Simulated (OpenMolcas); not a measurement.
Mo3+: ligand-field states by method

Mo3+ with its 6 nearest chloride ions at 2.509 Å, on the Y site of Cs2NaYCl6 (a = 10.7396 Å, distance in the model lattice 2.619 Å). The rest of the host is ab initio model potentials to 7.6 Å, with orthogonalisation functions on the cations behind the ligands, and point charges beyond; the distance is set by hand and nothing relaxes. Ligand basis ANO-RCC-VDZP.

```
Program             : OpenMolcas 26.06
Basis               : ANO-RCC-VDZP [6s5p3d1f]
Scalar Hamiltonian  : DKH2, point nucleus
Active space        : 3 electrons in 5 orbitals (4d)
State averaging     : 2S+1 = 4 even, 10 roots; 2S+1 = 2 even, 40 roots
Spin-orbit coupling : RASSI with atomic mean-field integrals over the reference wave functions
```

I. CASSCF
II. SS-CASPT2, IPEA 0.25 Eh, imaginary shift 0.1 Eh (closed shells correlated: 4s 4p and the ligand valence shells)

Spin-free states (labels of O, the rotations of Oh) in cm-1, each column counted from its own energy of the first state listed:

| State | Degeneracy | I | II |
| --- | --- | --- | --- |
| 4A2 | 1 | 0 | 0 |
| 2E | 2 | 13493 | 10220 |
| 2T1 | 3 | 14056 | 10540 |
| 4T2 | 3 | 18006 | 19720 |
| 2T2 | 3 | 20495 | 16280 |
| 4T1 | 3 | 24718 | 24950 |
| 2A1 | 1 | 28821 | 27180 |
| 2S+1 = 2 | 3 | 30232 | 28910 |
| 2S+1 = 2 | 3 | 31149 | 29620 |
| 2E | 2 | 32760 | 30390 |
| 2T1 | 3 | 35202 | 32560 |
| 4T1 | 3 | 39239 | 41210 |
| 2T2 | 3 | 40221 | 36210 |
| 2A2 | 1 | 41658 | 37160 |
| 2S+1 = 2 | 3 | 48135 | 48840 |
| 2S+1 = 2 | 3 | 49218 | 49490 |
| 2E | 2 | 50310 | 45210 |
| 2T1 | 3 | 54194 | 52770 |
| 2T2 | 3 | 66844 | 63110 |
| 2E | 2 | 70820 | 71550 |

From I to II, I's first state of the same spin (4T2) moves from 18006 to 19720 cm-1, by about +1700 cm-1.

From I to II, I's first state of another spin (2E) moves from 13493 to 10220 cm-1, by about -3300 cm-1.

I: A least-squares ligand-field fit to the states below 45000 cm-1, each weighted by its degeneracy and with a free common offset, gives 10Dq = 17547 cm-1, B = 646 cm-1 and C = 2660 cm-1 (C/B = 4.12), with an rms deviation of 315 cm-1. The same method and metal basis give the free ion B = 802 cm-1 (fit to its terms below 60000 cm-1, rms deviation 39 cm-1), so the nephelauxetic ratio is β = 646 / 802 = 0.81; it hangs on how both fits weigh the states, and computed free-ion B values tend to be too large, so β mixes covalency with correlation.

II: A least-squares ligand-field fit to the states below 45000 cm-1, each weighted by its degeneracy and with a free common offset, gives 10Dq = 19192 cm-1, B = 484 cm-1 and C = 1990 cm-1 (C/B = 4.11), with an rms deviation of 294 cm-1. The same method and metal basis give the free ion B = 685 cm-1 (fit to its terms below 60000 cm-1, rms deviation 401 cm-1), so the nephelauxetic ratio is β = 484 / 685 = 0.71; it hangs on how both fits weigh the states, and computed free-ion B values tend to be too large, so β mixes covalency with correlation.

From I to II, 10Dq changes by +9 %, B by -25 % and C by -25 %.

χT at 300 K: I 1.75, II 1.76 cm3 K/mol.

Roots that are degenerate in the reference are averaged as groups; the widest CASPT2 spread within a group is 130 cm-1 (the 2-fold group of multiplicity 2 near 30400 cm-1 above the lowest state of its run, II). Shifts and gaps below about the spread of the groups concerned are not significant. Over all roots computed the reference weight is 0.66 to 0.67 in II; a low but even weight reflects the number of correlated electrons. The least metal-like active orbital is 79 % on the metal (Löwdin) and no ligand orbital is active, so the numbers are rough. Ligand-to-metal charge-transfer states are missing. With no ligand orbital active B as a rule stays too high, so bands that hang on it stand too high and its fall with covalency is understated. Without dynamic correlation the repulsion within the d shell is too large (B by tens of per cent), so at a given field states of lower spin stand too high (holds for I). With metal d orbitals alone the field can be off either way by tens of per cent (holds for I). With one d shell and no ligand orbital active, 10Dq can be off by a tenth or more (holds for II). No measured value stands beside these numbers; the geometry was set by hand and not optimised.

A state without a sure symmetry label is named by its multiplicity alone.
